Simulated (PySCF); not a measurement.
Pb(I)(SiH3) (H3IPbSi), SMILES [SiH3][Pb][I] (connectivity only; charge and spin as stated), neutral, multiplicity 1.

The structure is a stationary point at PBE0-D3(BJ)/def2-SVP. The def2 effective core potentials stand for the cores of I, Pb; spin–orbit coupling is left out.

Level of theory: ωB97X/def2-TZVPD in PySCF.

Symmetry labels are those of the subgroup Cs that the program uses (full group Cs).

List the valence orbital energies around the gap with their symmetry. (An estimate is asked for; the answer gives what the named calculation found.)


```json
[
 {"orbital": "HOMO−7", "symmetry": "A'", "energy (eV)": "-18.09"},
 {"orbital": "HOMO−6", "symmetry": "A'", "energy (eV)": "-16.19"},
 {"orbital": "HOMO−5", "symmetry": "A'", "energy (eV)": "-12.17"},
 {"orbital": "HOMO−4", "symmetry": "A\"", "energy (eV)": "-12.17"},
 {"orbital": "HOMO−3", "symmetry": "A'", "energy (eV)": "-10.07"},
 {"orbital": "HOMO−2", "symmetry": "A'", "energy (eV)": "-9.77"},
 {"orbital": "HOMO−1", "symmetry": "A\"", "energy (eV)": "-9.60"},
 {"orbital": "HOMO", "symmetry": "A'", "energy (eV)": "-8.38"},
 {"orbital": "LUMO", "symmetry": "A\"", "energy (eV)": "-1.52"},
 {"orbital": "LUMO+1", "symmetry": "A'", "energy (eV)": "0.17"},
 {"orbital": "LUMO+2", "symmetry": "A'", "energy (eV)": "1.00"},
 {"orbital": "LUMO+3", "symmetry": "A'", "energy (eV)": "1.46"}
]
```
